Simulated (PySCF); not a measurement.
Mayer bond orders and bond lengths

Species: C6H12N2Si.
SMILES with atom numbers: `[CH3:1][c:2]1[cH:3][cH:4][n:5][n:6]1[SiH:7]([CH3:8])[CH3:9]` (hydrogens: H10, H11, H12 on C1; H13 on C3; H14 on C4; H15 on Si7; H16, H17, H18 on C8; H19, H20, H21 on C9)

Cartesian coordinates in Å at the GFN2-xTB level; atoms count from 1:
```xyz
21
C6H12N2Si angstrom
C      1.792    1.200   -1.153
C      1.608    0.085   -0.192
C      2.533   -0.613    0.546
C      1.775   -1.546    1.275
N      0.498   -1.428    1.004
N      0.385   -0.430    0.104
Si    -1.232    0.002   -0.456
C     -1.755    1.627    0.382
C     -2.359   -1.437    0.021
H      1.382    0.940   -2.128
H      2.851    1.418   -1.264
H      1.284    2.099   -0.803
H      3.596   -0.479    0.562
H      2.118   -2.285    1.974
H     -1.120    0.181   -1.914
H     -2.751    1.922    0.068
H     -1.769    1.521    1.464
H     -1.083    2.446    0.143
H     -2.308   -1.627    1.088
H     -3.392   -1.228   -0.240
H     -2.062   -2.351   -0.483
```

Bond orders from the PBE0/pcSseg-1 density (PySCF). One conformer (not necessarily the lowest) at the GFN2-xTB geometry, without solvent, vibrations or thermal averaging.

**Question.** How far do the computed orders between heavy atoms stray from the drawn ones?

**Answer.** The largest departure is 0.436, at N6–C2 (drawn aromatic, 1.064), counting aromatic bonds as 1.5. Drawn single, order below 0.88: N6–Si7 (0.747). The bonds drawn aromatic range from 1.06 to 1.58.

**Question.** Give the Mayer order of every bond, beside its length.

**Answer.** 
```csv
bond,drawn as,length (Å),Mayer order
C1–C2,single,1.484,1.100
C2–C3,aromatic,1.374,1.439
C3–C4,aromatic,1.405,1.324
C4–N5,aromatic,1.311,1.579
N5–N6,aromatic,1.348,1.180
N6–Si7,single,1.765,0.747
Si7–C8,single,1.902,0.960
Si7–C9,single,1.889,0.995
N6–C2,aromatic,1.359,1.064
C1–H10,single,1.089,0.936
C1–H11,single,1.087,0.951
C1–H12,single,1.089,0.931
C3–H13,single,1.071,0.989
C4–H14,single,1.073,0.979
Si7–H15,single,1.473,0.942
C8–H16,single,1.085,0.955
C8–H17,single,1.087,0.951
C8–H18,single,1.086,0.954
C9–H19,single,1.085,0.948
C9–H20,single,1.085,0.954
C9–H21,single,1.085,0.956
```

By pair of heavy elements: C–C: lowest C1–C2 (1.100, 1.484 Å), highest C2–C3 (1.439, 1.374 Å). C–N: lowest N6–C2 (1.064, 1.359 Å), highest C4–N5 (1.579, 1.311 Å). C–Si: lowest Si7–C8 (0.960, 1.902 Å), highest Si7–C9 (0.995, 1.889 Å).

**Question.** Sum the orders of all bonds at each heavy atom with more than one neighbour and set the sums beside the valence in the SMILES.

**Answer.** C1 3.918 (drawn 4), C2 3.603 (drawn 4), C3 3.752 (drawn 4), C4 3.882 (drawn 4), N5 2.759 (drawn 3), N6 2.991 (drawn 3), Si7 3.644 (drawn 4), C8 3.820 (drawn 4), C9 3.853 (drawn 4). Orders between atoms that aren't bonded are not in these sums.

Mayer orders depend on the basis set.

These values come from a run that also computed NMR shieldings. Hardware: one thread of an Arm Neoverse V1, no GPU, shared host with 32 logical CPUs at a one-minute load of 16. Cost: 55 s wall (grids of density and orbitals included), 0.93 GiB resident at most.
